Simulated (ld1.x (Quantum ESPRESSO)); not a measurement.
# u(r) = r·R(r): atom against pseudo-atom (Se)

Columns: radius, all-electron u(r) and pseudo u(r) of the 4p shell (level -6.82 eV) of selenium in the configuration [Ar] 3d10 4s1.5 4p4.5; Wu–Cohen, scalar-relativistic, TM scheme, ld1.x (Quantum ESPRESSO) 7.5.

```
r (bohr)  all-electron  pseudo
   0.093        0.1918  0.0037
   0.185        0.0596  0.0148
   0.278       -0.1676  0.0334
   0.370       -0.2965  0.0592
   0.463       -0.3097  0.0925
   0.555       -0.2412  0.1326
   0.648       -0.1272  0.1801
   0.740        0.0028  0.2332
   0.833        0.1344  0.2922
   0.925        0.2555  0.3543
   1.018        0.3636  0.4187
   1.110        0.4548  0.4814
   1.203        0.5309  0.5410
   1.295        0.5912  0.5934
   1.388        0.6382  0.6377
   1.480        0.6723  0.6716
   1.573        0.6960  0.6956
   1.665        0.7100  0.7099
   1.758        0.7162  0.7162
   1.850        0.7156  0.7156
   1.943        0.7095  0.7095
   2.035        0.6990  0.6990
   2.128        0.6846  0.6846
   2.220        0.6677  0.6677
   2.313        0.6483  0.6483
   2.405        0.6274  0.6274
```

Problem. How many radial nodes do the two functions have?

Solution. The all-electron 4p function has n − l − 1 = 2; the pseudo-wave has 0, since the states of the same l below it are removed with the core.

Problem. At about which radius was the pseudo-wave matched?

Solution. 1.85 bohr. The columns agree to 0.0005 from 1.57 bohr on; several derivatives are matched, so the curves merge somewhat inside the radius.

Problem. Where does each function peak?

Solution. Outermost all-electron maximum near 1.76 bohr, pseudo maximum near 1.76 bohr (to the table’s step).

Problem. Is the pseudo-wave norm-conserving?

Solution. Yes: the TM scheme keeps the norm inside the radius equal to the all-electron one, which fixes the energy derivative of the logarithmic derivative at the level.
